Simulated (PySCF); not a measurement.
**C₆ coefficients of unlike pairs at UHF**

Calculated with PySCF 2.14 from the dipole response of each species, C₆(A,B) = (3/π) ∫ α_A(iu) α_B(iu) du, in atomic units, from isotropic polarisabilities. For ions this is the dispersion term alone; charge-induced terms of lower order in 1/R come first.

```
species           configuration                                    basis      relativity  α (bohr³)  C₆ (like pair)
   Mn³⁺           [Ar] 3d4 (5D)              aug-cc-pwCVTZ (10s9p7d4f3g)            none      1.806           4.487
     Ta  [Xe] 4f14 5d3 6s2 (4F)  aug-cc-pVDZ-PP with ECP60MDF (5s5p4d2f)  core potential      108.4            1440
      V       [Ar] 3d3 4s2 (4F)            aug-cc-pVQZ-DK (9s8p6d4f3g2h)   spin-free X2C      126.2            1394
     C⁺       [He] 2s2 2p1 (2P)                  aug-cc-pVDZ-DK (4s3p2d)   spin-free X2C      6.331           15.15
```

(1) Estimate C₆ for V with Ta.

No spin-orbit coupling is included.

The other pairs:

```tsv
pair	C₆
C⁺, Ta	133.0
V, Mn³⁺	43.95
C⁺, V	121.5
Ta, Mn³⁺	50.84
C⁺, Mn³⁺	6.921
```

Answers

(1) The integral gives 1403. The combination rule 2 C_A C_B / (C_A α_B/α_A + C_B α_A/α_B) gives 1397 and the geometric mean 1416.
